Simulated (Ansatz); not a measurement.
A set of 12 reactions (ligand exchange), with CCSD(T)/CBS values in kJ/mol:

| reaction | ΔE |
| --- | --- |
| `O=C([SiH3])[SiH](O)Cl` + `[OH][Sn][Cl]` → `[SiH3][O][Sn][Cl]` + `O=C[SiH](O)Cl` | -128.8 |
| `[AlH2][CH2][GeH3]` + `O[SiH3]` → `[SiH3][O][GeH3]` + `[CH3][AlH2]` | -36.3 |
| `C[SiH2]C(F)Br` + `[AsH3]` → `C[SiH2][AsH2]` + `FCBr` | -40.3 |
| `N[Si]([SiH3])(Cl)O[SiH3]` + `OC1=CC1` → `[SiH3]OC1=CC1` + `N[SiH](Cl)O[SiH3]` | -89.8 |
| `[CH3][GeH]([F])[Cl]` + `N=C=O` → `O=C=[N][GeH]([F])[Cl]` + CH₄ | -48.9 |
| `C[SiH](F)[SnH3]` + H₂S → `[SH][SnH3]` + `C[SiH2]F` | -42.9 |
| `F[Si](F)(Cl)[NH][GeH2][Cl]` + H₂S → `[SH][GeH2][Cl]` + `N[Si](F)(F)Cl` | -23.8 |
| `[SiH3]C(Cl)[TeH]` + `OC(O)[SiH3]` → `OC([SiH3])O[SiH3]` + `ClC[TeH]` | -78.4 |
| `CBBO` + `OCS` → `OBSCO` + `BC` | -114.4 |
| `C[S][GeH2][OH]` + HI → `[OH][GeH2][I]` + CH₃SH | -38.6 |
| `C[SiH](F)[SnH3]` + `O[SiH2][SiH3]` → `[SiH3][SiH2][O][SnH3]` + `C[SiH2]F` | -23.4 |
| `[CH3][In]([SH])[SiH2]O` + `C[SiH2]N` → `C[SiH2]N[SiH2]O` + `[CH3][InH][SH]` | -56.8 |

Program: Ansatz. Geometries: PBE0-D4/def2-TZVP. ΔE: electronic, gas phase. CCSD(T)/CBS adds triple-zeta CCSD(T) − MP2 to the extrapolated MP2 energy (def2 sets, frozen cores). This one scheme is used for every species. Functionals use def2-TZVPP. B3LYP here is the variant with VWN-RPA as its local correlation; programs differ in this. def2 core potentials past Kr. For As, Br, Ge, I, In, Sn, Te outer-core shells are correlated without core-valence functions, which leaves a few kJ/mol of doubt a bond. Scalar relativity is left out up to krypton. Each species was taken in one conformer, which may not be the lowest.

**Question.** Give the mean, mean absolute and largest difference (level minus CCSD(T)/CBS, kJ/mol) for: PBE0-D4, B3LYP-D4, ωB97X-V, B2PLYP, PBE, PBE0, B3LYP, CCSD/def2-TZVPP, CCSD(T)/def2-TZVPP, HF/def2-QZVPP, SCS-MP2/def2-QZVPP, HF/CBS(def2), MP2/CBS(def2), CCSD/CBS(def2). (Estimate.)

**Answer.** Computed: 
| level | mean | mean absolute | largest |
| --- | --- | --- | --- |
| PBE0-D4 | 4.8 | 7.5 | 20.3 |
| B3LYP-D4 | -0.5 | 3.0 | -8.9 |
| ωB97X-V | -0.7 | 2.5 | -7.4 |
| B2PLYP | -3.7 | 3.7 | -8.7 |
| PBE | 7.9 | 11.8 | 26.0 |
| PBE0 | 3.7 | 8.1 | 17.7 |
| B3LYP | -2.3 | 4.8 | -12.7 |
| CCSD/def2-TZVPP | -2.3 | 3.5 | -6.7 |
| CCSD(T)/def2-TZVPP | -0.8 | 2.2 | -4.6 |
| HF/def2-QZVPP | -17.3 | 17.7 | -29.4 |
| SCS-MP2/def2-QZVPP | -5.9 | 6.1 | -13.5 |
| HF/CBS(def2) | -17.4 | 17.9 | -29.5 |
| MP2/CBS(def2) | -3.0 | 3.5 | -9.0 |
| CCSD/CBS(def2) | -1.6 | 2.1 | -4.9 |

The largest T1 diagnostic in the set is 0.018, for `N=C=O` (customary mark 0.02).

CCSD(T)/CBS is a level of theory with its own doubt, and the functionals carry their triple-zeta basis error, so these figures describe this set and don't rank the functionals.
